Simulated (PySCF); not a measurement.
The vertical singlet excitations below were computed for one of the candidates. Method used: TDDFT CAM-B3LYP/def2-SVPD, vertical, gas phase, core orbitals frozen in the response (PySCF 2.14.0, density-fitted response routines). Geometries: GFN2-xTB, one conformer each.

```tsv
state	λ (nm)	f
S1	144.8	0.0047
S2	141.9	0.0097
S3	141.5	0.018
S4	133.4	0.0090
S5	132.5	0.015
S6	132.2	0.019
S7	131.9	0.0045
S8	131.6	0.034
```

Triplets computed (Tamm–Dancoff): 8.36, 8.50, 8.53 eV.

Orbital energies (eV): HOMO-3 -11.14, HOMO-2 -10.24, HOMO-1 -10.22, HOMO -10.03, LUMO 1.38, LUMO+1 2.02, LUMO+2 2.07.

**Question.** Which structure fits?
A. `Cc1cnnn1C`
B. `CCC(F)(F)F`
C. `CC(C)C(C)C`

**Answer.** C. Its S1 lies at 8.56 eV; the nearest of the others has S1 at 9.95 eV. S1 is HOMO→LUMO (91%). Löwdin shares by element: HOMO carbon 61% or more (atoms not listed hold the other 39%); LUMO carbon 39% or more (atoms not listed hold the other 61%). At the same level the other candidates give, for their lowest levels:
- `Cc1cnnn1C`: 212 nm (f 0.008); 186 nm (f 0.156); 183 nm (f 0.003); 170 nm (f 0.002); 170 nm (f 0.025); T1 4.66 eV; HOMO -8.54, LUMO 0.95 eV
- `CCC(F)(F)F`: 125 nm (f 0.001); 124 nm (f 0.006); 117 nm (f 0.004); 114 nm (f 0.112); 114 nm (f 0.111); T1 9.65 eV; HOMO -11.93, LUMO 1.22 eV

Conformer computed: `[CH3:1][CH:2]([CH3:3])[CH:4]([CH3:5])[CH3:6]`: C1–C2–C4–C5 -56°.
